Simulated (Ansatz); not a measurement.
Mulliken charges of BCl2GeH5Si (`ClB(Cl)[SiH2][GeH3]`) from r2SCAN/def2-TZVPP in Ansatz (PBE0-D4/def2-TZVP geometry).

```
atom   x (Å)   y (Å)   z (Å)  charge (e)
 Cl1  -2.184  -2.084   0.594      -0.096
  B2  -0.720  -1.735  -0.288       0.231
 Cl3   0.454  -3.008  -0.492      -0.096
 Si4  -0.340   0.124  -0.945       0.079
 Ge5   0.794   1.240   0.835       0.016
  H6  -1.597   0.855  -1.256      -0.060
  H7   0.541   0.102  -2.144      -0.060
  H8   2.095   0.498   1.177      -0.003
  H9  -0.097   1.273   2.087      -0.003
 H10   1.138   2.685   0.435      -0.009
```

By hand: the dipole of these point charges (1 e Å = 4.8032 D).

Σ q r = (0.033, 0.031, 0.053) e Å, of length 0.070 e Å = 0.34 D.

How does the dipole of the full density compare? (An estimate is asked.)

Computed: (0.021, 0.110, -0.044) e Å, 0.58 D; the point charges give 0.59 times that, at 78° from its direction.

Point charges leave out the atoms' own dipoles, such as those of lone pairs, and Mulliken's split depends on the basis, so the two needn't agree.
